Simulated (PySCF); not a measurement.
# Electronic structure of As²⁺ (arsenic, charge +2) at the UHF level

Configuration: [Ar] 3d10 4s2 4p1, 2P determinant. All numbers are calculated (PySCF 2.14, scalar relativity by spin-free X2C-1e, in x2c-TZVPall).

| Quantity | Value |
| --- | --- |
| Total energy | -2258.004112 hartree |
| One-electron energy | -3120.7065 hartree |
| Hartree (Coulomb) energy | 944.8909 hartree |
| Exchange energy | -82.1885 hartree |
| ⟨S²⟩ | 0.7585 |
| ⟨L²⟩ | 2.026 |
| Sum of ⟨r⟩ | 19.00 bohr |
| Sum of ⟨r²⟩ | 22.65 bohr² |
| Traceless quadrupole moment −½Σ⟨3z² − r²⟩ along its main axis | -2.24 e·bohr² |
| Langevin diamagnetic susceptibility | -17.9 ×10⁻⁶ cm³/mol |
| Time after the integrals | 0.19 s of wall time on 1 thread of Intel(R) Xeon(R) 6975P-C (shared host) |

```tsv
shell	electrons	mean orbital energy (hartree)	spread (hartree)	rms radius, mean of both spins (bohr)
1s α	1	-439.75348	0	0.0524
1s β	1	-439.74957	0	0.0524
2s α	1	-58.57583	0	0.219
2s β	1	-58.57418	0	0.219
2p α	3	-51.28549	0.00268	0.196
2p β	3	-51.28139	0.00754	0.196
3s α	1	-9.07739	0	0.639
3s β	1	-9.07044	0	0.639
3p α	3	-6.73440	0.00285	0.667
3p β	3	-6.72480	0.02380	0.667
3d α	5	-2.86647	0.01374	0.746
3d β	5	-2.86173	0.02360	0.746
4s α	1	-1.43175	0	1.98
4s β	1	-1.33097	0	1.98
4p α	1	-1.01889	0	2.33
```

Densities and radii are taken from the X2C orbitals without a picture-change correction, which distorts them close to the nucleus.
